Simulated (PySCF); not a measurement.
What does the PBE0-D3(BJ)/def2-SVP structure of `N#C[SiH2][GeH2][C]#N` look like in three dimensions?

```
atom  x, y, z in Å
N1    -3.7059   -0.2442    0.5926
C2    -2.6912    0.2852    0.4035
Si3   -1.0384    1.0625    0.0763
Ge4    0.4806   -0.7438   -0.2676
C5     2.2214    0.0689   -0.4086
N6     3.2455    0.6064   -0.4927
H7    -1.1605    1.9041   -1.1441
H8    -0.6585    1.8665    1.2684
H9     0.5271   -1.7072    0.9227
H10    0.2253   -1.4812   -1.5863
```

Orientation and origin are arbitrary. Atoms count from 1 in this order. Ge4 (germanium bonded to C, Si and 2 H) is distorted tetrahedral (angles from 105.5° to 112.6°). Si3 (SiH2 silicon) is distorted tetrahedral (angles from 106.0° to 111.9°).

Bonds between heavy atoms (Å): N1≡C2 1.160, C2–Si3 1.856, Si3–Ge4 2.385, Ge4–C5 1.926, C5≡N6 1.160.

Theory: PySCF, PBE0-D3(BJ)/def2-SVP geometry optimisation, gas phase.

Point group: near Cs, missed by 0.22 Å at most; the miss may be what the optimiser left on a soft mode. Stationary, but not proved a minimum. One conformer, not necessarily the lowest (C2–Si3–Ge4–C5 -174°).

On one thread, Arm Neoverse N1 (aarch64), no GPU, shared host with 64 logical CPUs at a one-minute load of 27, this took 72 s and 0.52 GiB of memory at its peak. This is the geometry optimisation.
